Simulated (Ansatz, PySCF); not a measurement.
Donor–acceptor adduct: GaH2I (SMILES [GaH2][I]) (first 4 atoms) with H2O (SMILES O); geometry from B3LYP-D3(BJ)/def2-TZVP, rigid monomers moved along the line of their centres of mass till Ga1···O5 is 2.46 Å.
(charge 0, multiplicity 1):
```xyz
7

Ga    -0.02731    -1.20652     1.50893
I     -0.16180     1.06806     0.28494
H      1.39650    -1.83710     1.48392
H     -1.41063    -1.91962     1.66195
O      0.00895    -0.26113     3.77569
H      0.17343     0.66765     3.54372
H     -0.86246    -0.28710     4.19320
```

Monomers are frozen at their geometry in the pair; levels with a basis set take the counterpoise correction. Rows marked so take none.

Correlated levels freeze the cores. Filled d and f shells under p-block atoms count as core. CBS(a, b) extrapolates the correlation energy as X⁻³ and adds the Hartree–Fock energy of set b. Rows in 3-21G carry no dispersion term and start afresh at each structure; the Pople sets are all-electron and without relativity.

Run with Ansatz (Gaussian orbitals); PySCF for 3-21G rows. Each number belongs to the level named beside it. In def2 rows elements past Kr take small-core potentials, without spin–orbit coupling.

```
level                                interaction energy (kcal/mol)
-----------------------------------  -----------------------------
HF/def2-SVPD                                                -13.67
r2SCAN/def2-TZVPPD                                          -16.77
B3LYP/3-21G (no counterpoise)                               -31.13
B3LYP/def2-TZVPPD                                           -13.12
PBE0/def2-TZVPPD                                            -15.12
CCSD/def2-TZVPPD                                            -14.79
CCSD(T)/def2-SVPD                                                ?
CCSD(T)/def2-TZVPPD                                         -15.10
CCSD(T)/CBS(def2-SVPD, def2-TZVPPD)                              ?
```

Some entries are withheld; supply them.


- CCSD(T)/def2-SVPD, interaction energy (kcal/mol): -14.41
- CCSD(T)/CBS(def2-SVPD, def2-TZVPPD), interaction energy (kcal/mol): -15.43

Ansatz is a first-principles code.
